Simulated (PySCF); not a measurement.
Si(Me)2 (C2H6Si), SMILES C[Si]C (connectivity only; charge and spin as stated), neutral, multiplicity 1.

Coordinates come from a TPSSh-D3(BJ)/def2-TZVP optimisation. The isomer is the one that the SMILES or the coordinates give; other isomers of the formula were not compared.

Two levels are set side by side: PBE/def2-TZVPD (PySCF) and CAM-B3LYP/def2-TZVPD (PySCF). Same geometry, gas phase. Differences are taken from unrounded values.

| quantity | PBE |
|---|---|
| orbital gap (eV) | 2.01 |
| highest occupied level (eV) | -4.98 |
| lowest empty level (eV) | -2.97 |
| dipole moment (D) | 1.35 |
| mean polarisability (bohr³) | 64.6 |

These are the PBE values. What does CAM-B3LYP give? (Estimate from the structure and the level; the computed values follow.)


| quantity | CAM-B3LYP | PBE minus CAM-B3LYP |
|---|---|---|
| orbital gap (eV) | 6.27 | -4.26 |
| highest occupied level (eV) | -7.27 | 2.29 |
| lowest empty level (eV) | -1.00 | -1.98 |
| dipole moment (D) | 1.26 | 0.09 |
| mean polarisability (bohr³) | 61.1 | 3.5 |

PBE's occupied levels lie high since its potential decays too fast outside the molecule; exact exchange lowers them and widens the gap. Loosely held outer electrons make PBE densities more polarisable. Differences between two approximate levels are no errors against the true value.

Rough cost on one machine, each run with all the roots and properties that it gave: CAM-B3LYP against PBE within a factor of 2.
